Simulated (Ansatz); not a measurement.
Reactions of F₂H₂S₂Si, SMILES `F[Si](F)(S)S`.

Isolated molecules relaxed with PBE0-D4/def2-TZVP in Ansatz; ΔE leaves out vibrations. CCSD(T)/CBS adds triple-zeta CCSD(T) − MP2 to the extrapolated MP2 energy (def2 sets, frozen cores). This one scheme is used for every species, atoms too. DFT in def2-TZVPP. No spin–orbit coupling; open shells (•) take unrestricted orbitals. Spin–orbit coupling would lower the free atoms: a little for F, S, Si. One conformer a species, not always the lowest.

| reaction | CCSD(T)/CBS(def2) (eV) |
| --- | --- |
| `F[Si](F)(S)S` → `F[Si]F` + `SS` | 3.22 |
| `F[Si](F)(S)S` + H₂ → `F[SiH](F)S` + H₂S | ? |
| `F[Si](F)(S)S` + HCl → `F[Si](F)(S)Cl` + H₂S | -0.37 |
| `F[Si](F)(S)S` → F₂ + `S[Si]S` | 9.97 |
| `F[Si](F)(S)S` + H₂S → `F[Si](S)(S)S` + H–F | 0.83 |
| `F[Si](F)(S)S` + CH₃OH → `CO[Si](F)(F)S` + H₂S | -0.59 |
| `F[Si](F)(S)S` + H₂ → `F[SiH](S)S` + H–F | ? |
| `F[Si](F)(S)S` + H–F → `F[Si](F)(F)S` + H₂S | ? |
| `F[Si](F)(S)S` → 2 F• + 2 H• + 2 S• + Si• | 26.68 |
| `F[Si](F)(S)S` + CH₄ → `C[Si](F)(S)S` + H–F | 1.42 |

(1) Fill in the missing values. (Estimate.)

Largest T1 diagnostic: 0.015, for `S[Si]S`.

## Answers

(1) Computed: `F[Si](F)(S)S` + H₂ → `F[SiH](F)S` + H₂S: +0.44 eV; `F[Si](F)(S)S` + H₂ → `F[SiH](S)S` + H–F: +1.31 eV; `F[Si](F)(S)S` + H–F → `F[Si](F)(F)S` + H₂S: -0.90 eV.
